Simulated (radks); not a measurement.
Values are calculated unless marked as measured or tabulated.
Problem. All-electron atom: Si+ in [He] 2s2 2p5.75 3s2 3p1.25 (fractional occupations, a model configuration). Level of theory: non-relativistic Kohn-Sham, HCTH/407, spin-polarised, spherical densities, point nucleus; open shells are filled with parallel spins first (a radial shooting solver on a logarithmic mesh with Libxc functionals). Some entries of the table are withheld. Estimate them.

orbital  occ.  eigenvalue (Ry)  r(max) (bohr)  <r> (bohr)
1s up       1        -132.0987        0.07309      0.1117
1s down     1        -132.0593        0.07308      0.1117
2s up       1        -11.37396         0.4541      0.5637
2s down     1        -11.30965         0.4547      0.5646
2p up       3         -8.22508            (1)      0.5285
2p down  2.75         -8.14517            (2)      0.5299
3s up       1         -1.52087          1.722       2.003
3s down     1         -1.38472          1.718       2.061
3p up    1.25         -0.95986          1.945       2.327
3p down     0         -0.85172          1.989       2.516
3d up       0              (3)          2.824       3.955

Solution. 
(1) 2p up r(max) (bohr): 0.3854
(2) 2p down r(max) (bohr): 0.3865
(3) 3d up eigenvalue (Ry): -0.30287
